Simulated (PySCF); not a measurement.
## Si3H7SN

Si3H7SN is a silylene (divalent Si1, bonded to 1 N + 1 S), neutral, singlet. The structure, one conformer, was relaxed in the gas phase by PBE0-D3(BJ)/def2-SVP. No frequency run checks that it is a minimum.

SMILES: [SiH3]N[Si]S[SiH3]

Coordinates in Å:
```
Si1     0.003   -0.002    0.566
N2     -1.327    0.063   -0.547
Si3    -3.023    0.145   -0.095
S4      1.599   -0.030   -0.922
Si5     3.300   -0.173    0.390
H6     -1.132    0.071   -1.550
H7     -3.653    1.411   -0.577
H8     -3.068    0.091    1.395
H9     -3.787   -1.002   -0.672
H10     3.441   -1.550    0.951
H11     4.498    0.145   -0.437
H12     3.186    0.802    1.514
```

Shieldings: GIAO PBE0/pcSseg-2. Shifts are against computed references at the same level: H TMS (σ 31.24 ppm), Si TMS (σ 341.3 ppm). Core levels by delta-SCF with SCAN, pcX-2 on the ionised atom and pcseg-1 elsewhere, spin-free X2C (2p3/2 is the spin-free 2p value less a third of a first-order spin-orbit splitting); from the vacuum level, for chosen atoms.

Task: Give the shieldings and core levels atom by atom.

Result: 
| atoms | bonded to | σ (ppm) | δ (ppm) | core level (eV) |
| --- | --- | --- | --- | --- |
| Si1 | 1 N + 1 S | 85.2 | 256.1 | 2p3/2 106.99 |
| N2 | 2 Si + 1 H | 115.8 | - | 1s 404.39 |
| Si3 | 1 N + 3 H | 394.1 | -52.9 | 2p3/2 107.26 |
| S4 | 2 Si | 490.8 | - | 2p3/2 168.30 |
| Si5 | 1 S + 3 H | 398.2 | -56.9 | 2p3/2 107.16 |
| H6 | 1 N | 26.02 | 5.23 | - |
| H7 H8 H9 | 1 Si | 26.36 | 4.89 | - |
| H10 H11 H12 | 1 Si | 26.38 | 4.86 | - |

Values are those of this one static structure, with the three H of a rotating XH3 group averaged; atoms that internal rotation interchanges would show their mean in an NMR spectrum.

Task: Which of Si1, Si3, Si5 holds its core electrons tightest, and by how much against the loosest?

Result: Si3 (bonded to 1 N + 3 H), by 0.27 eV over Si1 (bonded to 1 N + 1 S).

Task: By CAM-B3LYP/def2-SVPD (TDDFT singlets, Tamm-Dancoff triplets, ionisation by delta-SCF), where does absorption start, and what does vertical ionisation take?

Result: The lowest singlet lies at 4.12 eV (f 0.027), the strongest of the first 6 at 6.03 eV (f 0.266), the lowest triplet at 2.70 eV; vertical ionisation takes 8.81 eV.
